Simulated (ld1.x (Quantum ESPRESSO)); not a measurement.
Results of a calculation; reference values are marked as such.
Hardness and transferability of assorted potentials

Generated with ld1.x 7.5 (TM, RRKJ, ultrasoft, PAW), atompaw 4.2 or ONCVPSP 4.0.1. The cutoff is in Ry: for ld1.x and atompaw files where the sum of valence levels is converged to 10 mRy in a Bessel basis, for ONCV files where the hardest occupied wave has 1 mHa per electron of residual kinetic energy. The error is the largest all-electron minus pseudo excitation energy over each file’s own four to seven test configurations (ionisations up to +4, promotions, holes and added fractions of an electron), all of which were solved. The labels leave out finer settings (local radius, basis sizes, second energies), which also bear on the numbers. Spin-polarised tests are not counted. The rows are a selection from randomly drawn settings: files with unsolved tests, undetermined cutoffs or missed reference levels are left out.

```csv
element,potential,cutoff (Ry),largest error (meV),bound ghosts
Si,"ultrasoft, PBEsol, scalar-relativistic, rc 1.70/2.25/2.00 (spd), local smoothed, core correction yes, reference 3s2 3p2",10,+38,none
Nb,"TM, PBE, fully relativistic, rc 2.80/1.35/1.35 (spd), local s, core correction yes, reference 4p6 4d2 5s0 5p0",70,-534,none
Ta,"TM semilocal, LDA (PZ), scalar-relativistic, rc 1.95/2.40/2.60 (spd), local p, core correction no, reference 5d3 6s0 6p0",25,+203,none
```

Question: Fill in the row for Tc: TM, PBE, scalar-relativistic, rc 2.65/1.80/2.25/2.35 (spdf), local smoothed, core correction yes, reference 4p6 4d5 5s2 5p0.

Answer: cutoff 40 Ry, largest error -379 meV, bound ghosts: none.

Question: Fill in the row for Pb: TM, PBE, scalar-relativistic, rc 1.60/2.00 (sp), local s, core correction no, reference 6s2 6p0.

Answer: cutoff 50 Ry, largest error +728 meV, bound ghosts: none.

Question: Fill in the row for Sc: RRKJ, LDA (PZ), fully relativistic, rc 3.25/3.20/2.95 (spd), local s, core correction no, reference 3d1.5 4s1.5 4p0.

Answer: cutoff 18 Ry, largest error +1181 meV, bound ghosts: none.
